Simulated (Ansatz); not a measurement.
Vertical singlet–triplet gap (eV) of eight silicon and germanium compounds: PBE beside CAM-B3LYP, computed with Ansatz (a quantum-chemistry and plane-wave program) for isolated molecules in the bases named; differences from unrounded values. The eight are the first of their class met in an unordered collection, after screening for sound electronic states; none was chosen by its value. Functionals give these values as differences of separate SCF runs (ΔSCF), EOM-CCSD as a root; each molecule has one DFT geometry for both levels.

```tsv
molecule	basis	CAM-B3LYP	PBE	difference
C₄H₅NSi, SMILES C#C[SiH](N)C#C	def2-SVPD	5.08	4.73	-0.35
C3H11NSi2, SMILES C(N([SiH3])C)(=C)[SiH3]	def2-SVPD	3.80	3.77	-0.03
CH₃Cl₂NSi₂, SMILES Cl[Si]1(Cl)N=C[SiH2]1	def2-TZVPD	3.01	2.89	-0.12
GeH₂Br₂, SMILES [Br][GeH2][Br]	def2-SVPD	5.47	4.74	-0.74
CH7NOSi, SMILES C[SiH](N)O	def2-SVPD	6.42	5.94	-0.48
C₄H₁₂Si₂, SMILES C=C(C)[SiH2][SiH2]C	def2-SVPD	4.13	4.12	-0.01
C4H9FSi, SMILES C[C@H]1C[C@@]1(F)[SiH3]	def2-SVPD	7.34	6.46	-0.88
C2H10Si4, SMILES [SiH2]1C=C[Si@H]1[SiH2][SiH3]	def2-SVPD	4.10	4.06	-0.04
```

PBE lies below CAM-B3LYP in 8 and above it in 0 of the eight; the mean signed difference is -0.33 and the largest -0.88 eV.
